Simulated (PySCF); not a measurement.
J couplings in C₇H₆O

Bonds (- single, = double, # triple, : aromatic): C1#C2 1.198 Å, C2-C3 1.431 Å, C3-C4 1.507 Å, C4-C5 1.458 Å, C4=C6 1.315 Å, C6-C7 1.431 Å, C7=O8 1.206 Å, C6-C3 1.520 Å. C1 carries H9; C3 carries H10; C5 carries H11, H12, H13; C7 carries H14. Stereochemistry as in C#C[C@@H]1C(C)=C1C=O.

Indirect spin–spin couplings were computed at B3LYP/pcJ-1 (without the spin–dipole term) (PySCF 2.14.0 with density-fitted response routines) on a GFN2-xTB structure, for the isolated molecule, without vibrational or relativistic corrections. Couplings are averaged over pairs made equivalent by symmetry, fast rotation or ring inversion, so a value needn't be that of the named pair in this geometry, while other rotamers aren't included; one pair stands for each set, and the list holds a selection of those of at least 1.5 Hz over up to four bonds, among pairs with at least one C or H atom (others weren't computed).

Isotopes: 13C, 1H, 17O. Couplings to quadrupolar nuclei such as 17O and 33S are rarely resolved in practice.

| pair | bonds | J (Hz) |
| --- | --- | --- |
| C1, C2 | 1 | 197.5 |
| C1, H9 | 1 | ? |
| C2, C3 | 1 | ? |
| C3, C4 | 1 | 11.8 |
| C3, C6 | 1 | 11.3 |
| C3, H10 | 1 | ? |
| C4, C5 | 1 | 57.6 |
| C4, C6 | 1 | 62.2 |
| C5, H11 | 1 | 137.0 |
| C6, C7 | 1 | 82.7 |
| C7, O8 | 1 | ? |
| C7, H14 | 1 | ? |
| C1, C3 | 2 | ? |
| C2, C4 | 2 | ? |
| C2, C6 | 2 | -2.1 |
| C4, H10 | 2 | -3.6 |
| C5, C6 | 2 | -2.4 |
| C6, O8 | 2 | -2.6 |
| C6, H14 | 2 | 40.8 |
| C1, C4 | 3 | 2.3 |
| C1, H10 | 3 | 4.2 |
| C3, H11 | 3 | ? |
| C3, H14 | 3 | 6.7 |
| C6, H11 | 3 | 6.5 |
| C4, H9 | 4 | -2.1 |
| H10, H11 | 4 | -1.7 |

Estimate the withheld couplings, with signs.

## Answers


- 1J(C1,H9) = 263.4 Hz (bond length 1.049 Å, sp carbon)
- 1J(C2,C3) = 96.8 Hz (bond length 1.431 Å)
- 1J(C3,H10) = 184.0 Hz (bond length 1.088 Å, sp3 carbon)
- 1J(C7,O8) = 32.5 Hz (bond length 1.206 Å)
- 1J(C7,H14) = 179.0 Hz (bond length 1.112 Å, sp2 carbon)
- 2J(C1,C3) = 16.2 Hz (angle at C2 179°)
- 2J(C2,C4) = -5.0 Hz (angle at C3 120°)
- 3J(C3,H11) = 4.1 Hz (mean over equivalent pairs that range from 1.5 to 9.4 Hz in this conformer)
